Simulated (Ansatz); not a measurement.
C2H10AlNO (`[CH3][Al-]([CH3])([NH3+])[OH]`). Charge 0, multiplicity 1.

Z-matrix (Å, degrees):
```
C
Al 1 1.972
H 1 1.096 2 112.4
H 1 1.096 2 111.3 3 118.9
H 1 1.096 2 112.7 3 -121.7
C 2 1.972 1 118.1 3 -48.3
N 2 2.052 1 104.0 3 66.3
O 2 1.746 1 117.3 3 162.5
H 6 1.096 2 111.3 1 -70.7
H 6 1.096 2 112.7 1 169.9
H 6 1.096 2 112.4 1 48.2
H 7 1.013 2 114.5 1 -125.0
H 7 1.017 2 101.3 1 118.1
H 7 1.013 2 114.5 1 1.3
H 8 0.954 2 124.2 1 74.9
```

Q: List the harmonic frequencies (cm⁻¹, unscaled) at PBE0-D4/def2-TZVP in Ansatz. (Estimate.)

A: Ansatz gave: 74, 100, 112, 118, 145, 161, 170, 215, 224, 418, 527, 537, 592, 603, 626, 635, 679, 710, 722, 806, 1206, 1215, 1217, 1442, 1448, 1450, 1455, 1646, 1659, 3018, 3020, 3092, 3094, 3096, 3097, 3479, 3598, 3624, 3983.

Q: Is this a minimum?

A: Yes, all 39 modes are real.

Q: Give the ideal-gas thermochemistry at 298.15 K and 1 bar (rigid rotor, harmonic oscillator; point group Cs, symmetry number 1).

A: Zero-point energy 323.1 kJ/mol; H(298) − E = 353.1 kJ/mol; entropy 405.9 J/(mol·K), of which translation 165.1, rotation 112.9, vibration 127.9; G(298) − E = 232.1 kJ/mol. Modes under 100 cm⁻¹ are hindered rotations or soft bends, so the harmonic entropy is rough.

Q: Rotational constants (cm⁻¹)?

A: 0.101, 0.101, 0.0877.
